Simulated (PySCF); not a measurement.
C₂H₄ClNSi, SMILES N#CC[SiH2]Cl.

Coordinates come from a r2SCAN-D4/def2-SVP optimisation. This is a generated structure with no PubChem entry under its InChIKey; it may be hypothetical. Other conformers were not sampled.

Calculation: r2SCAN-D4/def2-SVP in PySCF 2.14.0.

Frequencies are harmonic and unscaled.

```csv
mode,ν (cm⁻¹),IR (km/mol),Raman (Å⁴/amu),depolarisation,moving atoms (share of kinetic energy)
1,58,3.6,2.2,0.74,"N 36 %, Cl 34 %, C 12 %, Si 9 %, H 9 %"
2,123,1.9,1.2,0.69,"N 31 %, C 23 %, H 22 %, Si 16 %, Cl 9 %"
3,207,7.0,2.6,0.75,"C 29 %, Si 24 %, H 19 %, Cl 17 %, N 11 %"
4,373,0.2,2.6,0.75,"C 52 %, H 29 %, N 19 %"
5,457,3.1,3.0,0.39,"C 57 %, H 24 %, N 10 %, Si 9 %"
6,540,43.0,9.5,0.12,"Si 37 %, Cl 32 %, H 19 %, C 10 %"
7,562,38.5,2.8,0.74,"H 36 %, Si 31 %, C 15 %, Cl 13 %"
8,672,5.8,11.6,0.61,"H 48 %, C 37 %, Si 11 %"
9,683,13.2,9.6,0.72,"H 84 %, C 9 %"
10,785,28.0,9.0,0.48,"H 57 %, C 32 %, Si 10 %"
11,889,226.3,8.0,0.66,"H 80 %, Si 11 %, C 9 %"
12,946,115.6,13.5,0.72,H 94 %
13,978,2.0,3.5,0.28,"C 47 %, H 31 %, N 22 %"
14,1151,7.3,3.0,0.73,"H 87 %, C 12 %"
15,1177,25.2,16.8,0.44,"H 57 %, C 41 %"
16,1393,13.6,10.2,0.64,"H 90 %, C 10 %"
17,2251,97.7,190.8,0.11,H 97 %
18,2270,84.1,91.9,0.49,H 96 %
19,2352,24.7,88.9,0.26,"C 62 %, N 38 %"
20,3040,2.4,128.3,0.07,H 95 %
21,3106,1.6,76.0,0.74,"H 91 %, C 9 %"
```
